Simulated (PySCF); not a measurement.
Species: C₄H₉F₂O (charge +1).
SMILES with atom numbers: `[CH3:1][C@@H:2]([F:3])[O+:4]([CH3:5])[CH2:6][F:7]` (hydrogens: H8, H9, H10 on C1; H11 on C2; H12, H13, H14 on C5; H15, H16 on C6)

Cartesian coordinates in Å at the GFN2-xTB level; atoms count from 1:
```
atom  x, y, z in Å
C1     1.937    0.437   -0.237
C2     0.841   -0.440    0.306
F3     0.627   -0.244    1.622
O4    -0.464   -0.158   -0.351
C5    -0.972    1.182   -0.101
C6    -1.453   -1.183   -0.041
F7    -1.011   -2.302   -0.614
H8     1.883    1.446    0.165
H9     2.893    0.014    0.067
H10    1.905    0.456   -1.323
H11    1.032   -1.508    0.137
H12   -0.212    1.892   -0.424
H13   -1.203    1.331    0.956
H14   -1.864    1.322   -0.710
H15   -1.544   -1.341    1.044
H16   -2.404   -0.896   -0.508
```

PySCF closed-shell single points with density fitting, gas phase. The input was altered on purpose; the results of an altered input aren't properties of the species above.

**Question.** What comes out at wB97X-D/6-311+G(2d,p) with: at most 71 cycles, charge set to +3?

**Answer.** E = -430.9044 Eh; HOMO -29.14 eV, LUMO -24.49 eV (gap 4.65 eV), in 20 cycles. The system has 56 electrons in place of 58.

The SCF part of the output:
```
final grid: 127600 points
cycle   1  E = -430.4349279755  dE =  3.211e+00  |g| = 1.278e+00  |ddm| = 3.091e+00
cycle   2  E = -429.8283303680  dE =  6.066e-01  |g| = 2.222e+00  |ddm| = 2.491e+00
cycle   3  E = -430.8547189014  dE = -1.026e+00  |g| = 4.101e-01  |ddm| = 1.585e+00
cycle   4  E = -430.8793466337  dE = -2.463e-02  |g| = 3.193e-01  |ddm| = 5.388e-01
cycle   5  E = -430.9011315537  dE = -2.178e-02  |g| = 1.032e-01  |ddm| = 2.267e-01
cycle   6  E = -430.9028432577  dE = -1.712e-03  |g| = 5.281e-02  |ddm| = 8.420e-02
cycle   7  E = -430.9036614658  dE = -8.182e-04  |g| = 2.997e-02  |ddm| = 4.400e-02
cycle   8  E = -430.9040943543  dE = -4.329e-04  |g| = 1.477e-02  |ddm| = 4.401e-02
cycle   9  E = -430.9042356591  dE = -1.413e-04  |g| = 6.757e-03  |ddm| = 2.590e-02
cycle  10  E = -430.9043118648  dE = -7.621e-05  |g| = 3.908e-03  |ddm| = 2.353e-02
cycle  11  E = -430.9043332916  dE = -2.143e-05  |g| = 2.192e-03  |ddm| = 9.681e-03
cycle  12  E = -430.9043498873  dE = -1.660e-05  |g| = 1.368e-03  |ddm| = 1.053e-02
cycle  13  E = -430.9043579317  dE = -8.044e-06  |g| = 7.273e-04  |ddm| = 8.879e-03
cycle  14  E = -430.9043608131  dE = -2.881e-06  |g| = 4.223e-04  |ddm| = 6.388e-03
cycle  15  E = -430.9043609618  dE = -1.487e-07  |g| = 4.587e-04  |ddm| = 8.197e-04
cycle  16  E = -430.9043612793  dE = -3.175e-07  |g| = 1.665e-04  |ddm| = 2.330e-03
cycle  17  E = -430.9043613010  dE = -2.170e-08  |g| = 8.810e-05  |ddm| = 3.871e-04
cycle  18  E = -430.9043613064  dE = -5.393e-09  |g| = 4.997e-05  |ddm| = 2.065e-04
cycle  19  E = -430.9043613078  dE = -1.397e-09  |g| = 2.930e-05  |ddm| = 6.556e-05
cycle  20  E = -430.9043613086  dE = -8.017e-10  |g| = 1.548e-05  |ddm| = 5.827e-05
converged SCF energy = -430.9043613086
```

Note: wB97X-D ran without an empirical dispersion term, which enters the total energy and its gradient alone.
